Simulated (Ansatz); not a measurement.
AlClH₂SSi, SMILES `Cl[SiH]1[AlH][S]1`: the same geometry under several functionals.

```yaml
crystal:
  periodic: [false, false, false]
  atoms:
    - {symbol: Cl, position_ang: [-2.456503, -0.326337, -0.807496]}
    - {symbol: Si, position_ang: [-0.512616, 0.340723, -0.644447]}
    - {symbol: Al, position_ang: [0.832967, -0.046158, 1.196377]}
    - {symbol: S, position_ang: [0.961534, -1.262458, -0.608191]}
    - {symbol: H, position_ang: [-0.313405, 1.262262, -1.787142]}
    - {symbol: H, position_ang: [1.530122, -0.031932, 2.604799]}
basis:
  gaussian: {orbitals: def2-TZVPP}
hamiltonian: {xc: r2scan, dispersion: d4}
output: {forces: true, orbitals: {seedname: orbitals}}
```

```sh
$ ansatz run in.yaml --threads 2 --pin off --events-out ev --progress --plain --max-ram 4352MiB
```

It prints (some lines left out):

```
Functional definition: r2SCAN
1253 factors; their error is unknown
mean field evaluation 1: about -37863.7460 eV, gradient 2.6e1 eV
mean field evaluation 2: about -37861.8940 eV, gradient 3.6e1 eV
mean field evaluation 4: about -37865.7162 eV, gradient 3.0e0 eV
mean field evaluation 8: about -37865.7075 eV, gradient 1.7e-1 eV
mean field evaluation 16: about -37865.7076 eV, gradient 2.6e-5 eV
mean field -37865.70757939 eV, -1391.5390872442 hartree, gradient 2.6e-5 eV, S^2 0.000000; 0 other end points of the search recorded, 0 dependent functions left out
reference -37865.70759173 eV, -1391.5390876978 hartree; 31, 31 occupied and 165, 165 virtual orbitals, 1253 factors
Total energy: -37865.75083639 eV, -1391.5406769096 hartree
Atom 0 at    -2.456503    -0.326337    -0.807496 Å, force    -0.081032    -0.028864    -0.017465 eV/Å
Atom 1 at    -0.512616     0.340723    -0.644447 Å, force    -0.003707     0.106684     0.010527 eV/Å
Atom 2 at     0.832967    -0.046158     1.196377 Å, force     0.011689     0.047878     0.065719 eV/Å
Atom 3 at     0.961534    -1.262458    -0.608191 Å, force     0.069622    -0.098006    -0.039508 eV/Å
Atom 4 at    -0.313405     1.262262    -1.787142 Å, force     0.004626    -0.012549    -0.001791 eV/Å
Atom 5 at     1.530122    -0.031932     2.604799 Å, force    -0.001198    -0.015142    -0.017481 eV/Å
Dipole moment:     0.244598     0.253179     0.357327 e Å
```

Hardware: 2 threads of an Intel Xeon Platinum 8488C on a shared host. Wall time 3.7 s, peak host memory 0.29 GiB.

With the line `hamiltonian: {xc: {name: BLYP}, dispersion: d4}` and no forces (abridged; 1.8 s):

```
Functional definition: BLYP
mean field evaluation 16: about -37868.3994 eV, gradient 1.2e-4 eV
mean field -37868.39942336 eV, -1391.6380106854 hartree, gradient 3.0e-5 eV, S^2 0.000000
Total energy: -37868.82735826 eV, -1391.6537370030 hartree
```

With the line `hamiltonian: {xc: {name: BHLYP}, dispersion: d4}` and no forces (abridged; 3 s):

```
Functional definition: BHLYP
mean field evaluation 16: about -37868.5179 eV, gradient 6.4e-5 eV
mean field -37868.51794518 eV, -1391.6423662820 hartree, gradient 6.4e-5 eV, S^2 0.000000
Total energy: -37868.83047194 eV, -1391.6538514286 hartree
```

The same input with `hamiltonian: {xc: {name: r2SCANh}, dispersion: d4}` and no forces (abridged; 4.4 s):

```
Functional definition: r2SCANh
mean field evaluation 16: about -37865.5116 eV, gradient 5.3e-5 eV
mean field -37865.51163715 eV, -1391.5318864995 hartree, gradient 5.3e-5 eV, S^2 0.000000
Total energy: -37865.55991670 eV, -1391.5336607402 hartree
```

With the line `hamiltonian: {xc: {name: wB97X-V}}` and no forces (abridged; 7 s):

```
Functional definition: wB97X-V
mean field evaluation 16: about -37862.7078 eV, gradient 5.1e-5 eV
mean field -37862.70775053 eV, -1391.4288455669 hartree, gradient 1.8e-5 eV, S^2 0.000000
Total energy: -37862.70774850 eV, -1391.4288454922 hartree
```

With the line `hamiltonian: {xc: {name: B97M-V}}` and no forces (abridged; 7.5 s):

```
Functional definition: B97M-V
mean field evaluation 16: about -37859.2289 eV, gradient 4.4e-4 eV
mean field -37859.22891330 eV, -1391.3010006566 hartree, gradient 7.1e-5 eV, S^2 0.000000
Total energy: -37859.22897381 eV, -1391.3010028804 hartree
```
